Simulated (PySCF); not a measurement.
## Static response to an electric field

Species: SnHMe2(NEt2), C6H17NSn.
Cartesian coordinates in Å at the PBE0-D3(BJ)/def2-SVP level; atoms count from 1:
```xyz
25
C6H17NSn angstrom
Sn     0.699    1.256    0.786
H      0.714    1.322    2.506
C      2.710    1.021    0.041
H      3.383    1.753    0.511
H      2.724    1.170   -1.049
H      3.079    0.009    0.263
C     -0.264    2.956   -0.104
H      0.216    3.885    0.235
H     -1.324    2.978    0.185
H     -0.191    2.902   -1.199
N     -0.479   -0.355    0.326
C     -1.166   -0.395   -0.944
C     -0.285   -0.705   -2.152
C     -0.214   -1.635    0.946
C     -1.431   -2.233    1.643
H     -1.677    0.571   -1.111
H     -1.983   -1.140   -0.893
H      0.476    0.080   -2.295
H      0.247   -1.660   -2.024
H     -0.877   -0.771   -3.079
H      0.186   -2.372    0.216
H      0.589   -1.516    1.695
H     -1.786   -1.560    2.437
H     -2.264   -2.386    0.939
H     -1.194   -3.212    2.091
```

Level: CAM-B3LYP/def2-SVPD (PySCF), static field, nuclei fixed, core orbitals frozen in the response. The polarisability tensor in these axes (au):

```
x   122.16   5.35   0.35
y     5.35 127.83  -3.66
z     0.35  -3.66 119.42
```

Problem. Give the principal values, the mean and the anisotropy Δα = √{½[(α1 − α2)² + (α2 − α3)² + (α1 − α3)²]}.

Solution. Principal values 116.68, 120.95 and 131.77 au; mean 123.13 au = 18.25 Å³ = 20.30 × 10⁻⁴⁰ C²·m²/J; Δα = 13.47 au (11 % of the mean).

Problem. What is the dipole moment, and where does it point?

Solution. (0.52, 0.45, -0.59) D, 0.90 D in size, pointing from the negative to the positive side. Measured along this direction, the outermost atoms are H25 at the negative end and H5 at the positive end.

Problem. In a dilute gas of rigid molecules at 298 K, how does the orientational term μ²/3kT compare with the electronic polarisability?

Solution. In Gaussian units μ²/3kT = 6.59 Å³ against 18.25 Å³, a ratio of 0.36; the Debye molar polarisation (4π/3)N_A(α + μ²/3kT) is 62.6 cm³/mol, leaving out the vibrational part.

Problem. What molar refraction does this α imply?

Solution. Lorentz–Lorenz: R = (4π/3)N_A α = 2.5225 cm³/(mol·Å³) × 18.25 Å³ = 46.0 cm³/mol, in the limit of long wavelengths.

Problem. What would n − 1 = 2πNα be for an ideal gas of these molecules at 400 K and 1 atm, electronic part alone?

Solution. N = p/kT = 1.8347 × 10¹⁹ cm⁻³, so n − 1 = 2π × N × 18.25 × 10⁻²⁴ cm³ = 2103 × 10⁻⁶ at long wavelengths.

Problem. Directions of the eigenvectors, and the extent of the frame along each?

Solution. Largest value along (0.47, 0.85, -0.24), where the nuclei span 7.15 Å; middle along (0.72, -0.21, 0.66), 4.92 Å; least along (-0.52, 0.48, 0.71), 4.61 Å. The response follows the extents in order.

Isolated species at its PBE0-D3(BJ)/def2-SVP geometry (one conformer only). Atoms past krypton carry effective core potentials; spin–orbit coupling is left out.

These values come from a run that also computed excited states. On one thread of an Arm Neoverse V2, on a shared host, this took 2.3 min of wall time (with the writing of density and orbital grids) and 1.8 GiB of memory at its peak.
